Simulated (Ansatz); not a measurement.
Molecule: sum formula SiN₃H₆ (charge 0, doublet). It need not be the lowest isomer of its formula. 
Structure (B3LYP-D3(BJ)/def2-TZVP (Ansatz, a quantum-chemistry and plane-wave program) minimum search):
SMILES: N[Si](N)N
```xyz
10

Si    -0.0661     0.0566     0.4035
N     -0.6955     1.3745    -0.5274
N     -0.8267    -1.3935    -0.1604
N      1.6258    -0.0697     0.0553
H     -1.4991     1.8932    -0.2092
H     -0.0388     1.9696    -1.0109
H     -0.9489    -2.1839     0.4531
H     -1.5973    -1.3042    -0.8066
H      2.3062     0.4122     0.6217
H      1.9778    -0.9583    -0.2699
```
Charge 0, spin multiplicity 2.

Basis-set convergence of Hartree-Fock and CCSD correlation energies (hartree) with Ansatz. Correlated levels leave the core frozen unless marked. UHF or UKS for open shells. No spin-orbit coupling. No relativistic terms.

| basis | functions | E(HF) | E(corr, CCSD) |
|---|---|---|---|
| aug-cc-pV(D+d)Z | 155 | -455.86219 | -0.67248 |
| aug-cc-pV(T+d)Z | 331 | -455.92417 | -0.79256 |
| aug-cc-pV(Q+d)Z | 605 | -455.93771 | -0.83008 |

Extrapolating the two largest sets (X = 3 and 4) as X^-3: E(corr) = (64·(-0.83008) - 27·(-0.79256))/37 = -0.8575 Eh, an estimate of the basis-set limit. The largest set recovers 96.8 % of it, the smallest 78.4 %.
